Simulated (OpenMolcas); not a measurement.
## [AlF4]− (fluoroaluminate): entropy by statistical mechanics

A singlet with charge -1, relaxed at HF/6-31G* (Cartesian functions) (OpenMolcas 26.06):

```xyz
5

F    -0.1008   -0.2919    1.6482
Al    0.0000    0.0000    0.0000
F    -1.3335    0.8894   -0.4927
F     0.0343   -1.4595   -0.8251
F     1.3999    0.8619   -0.3304
```

Harmonic wavenumbers in cm⁻¹: 219, 219, 333, 333, 333, 669, 864, 864, 864.

Masses in u: F 18.998, Al 26.982. Take T = 298.15 K, p = 1 bar, R = 8.3145 J/(mol K), kT/hc = 207.22 cm⁻¹, rigid rotor and harmonic oscillator.

Task: Compute the standard molar entropy.

Result: 
1. Translation (Sackur–Tetrode): S = R[3/2 ln M + 5/2 ln T − 1.1517] with M = 102.974 gives 166.7 J/(mol K).
2. Rotation: principal moments 142.454, 142.456, 142.461 u Å² give A, B, C = 0.1183, 0.1183, 0.1183 cm⁻¹; the symmetry number is σ = 12; q = (√π/σ)√((kT/hc)³/ABC) = 10828; S = R(ln q + 3/2) = 89.7.
3. Vibration: with u = ν̃/207.22, each mode gives R[u/(eᵘ − 1) − ln(1 − e⁻ᵘ)]; the sum is 35.6, most from 219 cm⁻¹ (8.2), 219 cm⁻¹ (8.2), 333 cm⁻¹ (5.2).
4. Spin: R ln 1 = 0.0.
5. Sum: 166.7 + 89.7 + 35.6 + 0.0 = 292.0 J/(mol K).

No measured value is set beside it here. Unscaled Hartree–Fock wavenumbers run high.
